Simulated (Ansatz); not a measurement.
Cost and result for the atomization energy of CH$_{5}$NOSeSi, SMILES `NC1O[SiH2][Se]1` (10 atoms, 10 bonds).

```tsv
atom	x (Å)	y (Å)	z (Å)
N1	-0.5548	0.8578	1.5473
C2	0.3669	0.2667	0.6751
O3	0.2288	0.6199	-0.7099
Si4	0.1299	-0.8600	-1.4602
Se5	0.1481	-1.7409	0.6190
H6	-0.3927	1.8522	1.6509
H7	-1.5117	0.6856	1.2685
H8	1.3823	0.4974	0.9980
H9	-1.1024	-1.0230	-2.2723
H10	1.3055	-1.1557	-2.3164
```

Charge 0, multiplicity 1. Correlated methods include outer-core shells of Se, which these sets cover unevenly. Scalar relativity is left out up to krypton. All single points use the PBE0-D4/def2-TZVP geometry. It is one conformer, not always the lowest. Program: Ansatz. All runs use 4 threads of an Arm Neoverse V2 on a shared host. Times are those of one run each, without the atoms' runs, and a repeat can differ threefold. Electronic energies, without spin–orbit coupling; frozen cores. CCSD(T)/CBS adds CCSD(T) − MP2 in def2-TZVPP to the MP2 limit, and its time is that of the two runs behind it. T1 = 0.011. With those shells the extrapolation isn't a true limit. B3LYP takes the VWN-RPA correlation (the form of Gaussian; ORCA's B3LYP/G).

CCSD(T)/CBS is a level of theory with its own doubt, some kJ/mol a heavy atom from the limit and from the frozen cores, so smaller differences don't rank the functionals.

```json
{"level": "PBE-D4/def2-TZVPP (with forces)", "functions": "253", "wall time": "2.4 s"}
{"level": "PBE0-D4/def2-TZVPP", "functions": "253", "wall time": "3.3 s"}
{"level": "B3LYP-D4/def2-TZVPP (with forces)", "functions": "253", "wall time": "4.7 s"}
{"level": "r2SCAN-D4/def2-TZVPP (with forces)", "functions": "253", "wall time": "5 s"}
{"level": "B2PLYP/def2-TZVPP", "functions": "253", "wall time": "6 s"}
{"level": "ωB97X-V/def2-TZVPP", "functions": "253", "wall time": "8 s"}
{"level": "ωB97M-V/def2-TZVPP (with forces)", "functions": "253", "wall time": "12 s"}
{"level": "MP2/def2-QZVPP", "functions": "480", "wall time": "25 s"}
{"level": "CCSD(T)/def2-TZVPP", "functions": "253", "wall time": "3.6 min"}
{"level": "CCSD(T)/CBS(def2)", "functions": "–", "wall time": "4 min"}
```

Q: What atomization energy does each give, and how far from CCSD(T)/CBS? (Best estimate.)

A: Computed: 
```csv
level,atomization (kcal/mol),difference from CCSD(T)/CBS,per bond
PBE-D4/def2-TZVPP (with forces),867.5,19.3,1.9
PBE0-D4/def2-TZVPP,846.0,-2.2,-0.2
B3LYP-D4/def2-TZVPP (with forces),843.8,-4.4,-0.4
r2SCAN-D4/def2-TZVPP (with forces),846.9,-1.3,-0.1
B2PLYP/def2-TZVPP,833.6,-14.6,-1.5
ωB97X-V/def2-TZVPP,851.3,3.1,0.3
ωB97M-V/def2-TZVPP (with forces),847.6,-0.6,-0.1
MP2/def2-QZVPP,854.7,6.5,0.7
CCSD(T)/def2-TZVPP,818.9,-29.3,-2.9
CCSD(T)/CBS(def2),848.2,0.0,0.0
```

The D4 term adds +10.2 kcal/mol with B3LYP and +5.3 kcal/mol with PBE0; it sums over pairs of atoms, weighted by their polarisabilities, and B3LYP, whose exchange is more repulsive, gets the larger term. In def2-TZVPP, CCSD(T) changes the Hartree–Fock value by +251.9 kcal/mol (the triples alone add +17.0 kcal/mol) and MP2 by +270.4 kcal/mol; breaking electron pairs costs correlation energy, which Hartree–Fock lacks. From PBE to PBE0 (25 % exact exchange), in def2-TZVPP and without D4, the atomization energy moves by −20.5 kcal/mol: exact exchange takes away binding that semilocal exchange gives to molecules.
